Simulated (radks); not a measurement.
Fractional charge and spin in the 5s shell of promethium: the spin-up occupation runs from 0 to 1 and the spin-down occupation from 0 to 1; the fullest corner is Pm2+, [Kr] 4d10 4f(up 2.5, down 2.5) 5p6 5s(up 1, down 1). Method: scalar-relativistic Kohn-Sham, r2SCAN, spin-polarised, spherical densities, finite nucleus; meta-GGA in the generalised Kohn-Sham scheme; Fermi nuclear charge, rms radius of each element as measured or else 0.836 A^(1/3) + 0.57 fm; computed with a radial shooting solver on a logarithmic mesh with Libxc functionals. Energy (eV) above the fullest corner. The planes named below are the two flat planes that join the four corners, with an edge along up + down = one added electron.

| down \ up | 0 | 0.25 | 0.5 | 0.75 | 1 |
|---|---|---|---|---|---|
| 0 | 139.088 | 118.647 | 99.034 | 80.248 | 62.283 |
| 0.25 | 118.647 | 99.149 | 80.469 | 62.603 | 45.547 |
| 0.5 | 99.034 | 80.469 | 62.710 | 45.753 | 29.593 |
| 0.75 | 80.248 | 62.603 | 45.753 | 29.693 | 14.414 |
| 1 | 62.283 | 45.547 | 29.593 | 14.414 | 0.000 |

Corners above the fullest one (they belong to Pm3+ and the next ion): (up 1, down 0) 62.283 eV, (up 0, down 1) 62.283 eV, (up 0, down 0) 139.09 eV. With half an added electron in each spin the energy lies 0.427 eV from the planes, and with half an added electron in spin up alone -1.651 eV. The planes are only a guide here: the flat-plane condition holds for ground states with one frontier orbital, while this shell lies below other occupied shells, so the corners above the fullest one are inner-hole states and not the ground states of those ions.
